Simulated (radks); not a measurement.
These are the eigenvalues of the occupied orbitals of an atom or ion with whole-number occupations (hartree). All-electron calculation, non-relativistic Kohn-Sham, TPSS, spin-polarised, spherical densities, point nucleus; meta-GGA in the generalised Kohn-Sham scheme. Program: a radial shooting solver on a logarithmic mesh with Libxc functionals.

| orbital | eigenvalue |
|---|---|
| 1s | -2312.037 |
| 2s | -407.0490 |
| 2p | -391.1026 |
| 3s | -118.7477 |
| 3p | -111.4728 |
| 3d | -97.97744 |
| 4s | -47.29626 |
| 4p | -44.17147 |
| 4d | -38.54895 |

Which element is it, and in what charge state? The configuration may be excited. Open shells, if any, are filled with parallel spins first.

Answer. Z = 73, tantalum, charge +27: Ta27+ in [Kr] 4d10. The list shows which subshells hold electrons but not how many an open one holds; the 1s level, -2312 hartree, gives Z - s = 68.0 by -(Z - s)^2/2, which with screening narrows Z to a few neighbours, and the depths of the outer levels then fix element, charge and occupations together.
